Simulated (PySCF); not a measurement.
**How methods differ on the ionisation energy of Cr³⁺**

Cr³⁺ [Ar] 3d3 [3d3/2^3, M_J = 3/2] → Cr⁴⁺ [Ar] 3d2 [3d3/2^2, M_J = 2], as a difference of total energies. Calculation: PySCF 2.14, in x2c-QZVPPall-2c; the two-component X2C-1e Hamiltonian. Correlated levels: [Ne] frozen; the 8 highest virtual spinors dropped. "Screened" scales the spin-orbit matrix elements by Boettger's factors to mimic the two-electron term; Breit and QED terms are absent.

```tsv
method	ionisation energy (eV)
GHF (spin-free)	48.103
GMP2 (spin-free)	49.010
GHF (screened spin-orbit)	48.093
GMP2 (screened spin-orbit)	49.000
```

How much does correlation contribute at GMP2 (screened spin-orbit)?

49.000 − (48.093) = 0.907 eV, measured against GHF (screened spin-orbit).

Errors of the correlated levels include the incompleteness of this basis and the frozen core.

The labels give the starting determinants; with spin-orbit coupling the two ends relaxed to ⟨J²⟩ = 6.66, ⟨L²⟩ = 12.00, ⟨S²⟩ = 3.75 and ⟨J²⟩ = 7.72, ⟨L²⟩ = 11.99, ⟨S²⟩ = 2.00.

The determinant of Cr³⁺ and of Cr⁴⁺ mixes levels of different J (the jj label is only the starting occupation), so the difference between spin-free and spin-orbit rows is not the physical spin-orbit shift.

For comparison: 49.16 ± 0.05 eV (semi-empirical (NIST evaluation); NIST Atomic Spectra Database, ionization energies).
